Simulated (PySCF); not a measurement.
M06-2X on H (hydrogen, neutral), 2p1, 2P determinant (an excited configuration). Computed with PySCF 2.14 in aug-cc-pVDZ-DK, with scalar relativity by spin-free X2C-1e.

```
cycle= 1 E= -0.0619861609775492  delta_E= -3.75e-05  |g|= 0.00434  |ddm|= 0.00578
cycle= 2 E= -0.0619976101522602  delta_E= -1.14e-05  |g|= 0.00224  |ddm|= 0.00331
cycle= 3 E= -0.0620017582959866  delta_E= -4.15e-06  |g|= 8.77e-05  |ddm|= 0.00368
cycle= 4 E= -0.0620017645752768  delta_E= -6.28e-09  |g|= 1.1e-05  |ddm|= 0.000121
cycle= 5 E= -0.0620017646460805  delta_E= -7.08e-11  |g|= 5.89e-06  |ddm|= 8.01e-06
converged SCF energy = -0.0620017646460805  <S^2> = 0.75  2S+1 = 2
```

Highest occupied orbital energy: 0.034 eV; ⟨L²⟩ = 2.00; populations by l: s 0.00, p 1.00.

**Question.** Can this result be used?

**Answer.** Not for this state. Self-consistency was reached. For one electron the Hartree and exchange-correlation energies should cancel; what remains is the self-interaction error. The outer electron is Rydberg-like, and this basis confines it to a smaller radius and binds it less than a complete one would. At M06-2X the highest occupied level has a positive energy, so only the finite basis holds that electron; for this excited configuration the basis is too tight for the outer shell.
